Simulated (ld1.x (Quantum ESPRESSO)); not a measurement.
**Pseudopotential generation for V: TM, PBEsol, non-relativistic.**

* Element: V (Z = 23)
* Generator: ld1.x (Quantum ESPRESSO) 7.5
* Type: norm-conserving Troullier–Martins (Kleinman–Bylander form)
* Functional: PBEsol
* Relativity: non-relativistic
* Frozen core: [Ne]
* Valence charge: 13
* Reference configuration: 3s2 3p6 3d3 4s2 4p0
* Partial waves: 3s (bound): rc 1.48 bohr; 3d (bound): rc 1.26 bohr; 3p (bound): rc 1.32 bohr
* Local potential: the p channel
* Core correction: none

Occupied shells without a wave of their own: 4s. They enter only through the test configuration that unscreens the potential.

- Cutoffs needed: 110 Ry and 140 Ry (the cutoffs (Ry, on a coarse ladder) from which the occupation-weighted sum of valence levels, in a spherical-Bessel basis at the reference potential, stays within 10 and 1 mRy of its value at 400 Ry)
- Ghost test: no extra level below or beside the all-electron valence levels (s, d, p, f tested) (spherical-Bessel basis up to 400 Ry, 20 bohr box)
- Largest excitation error: -2017 meV (all-electron minus pseudo) for 3s2 3p6 3d1 4s0 4p0, out of 7 test configurations
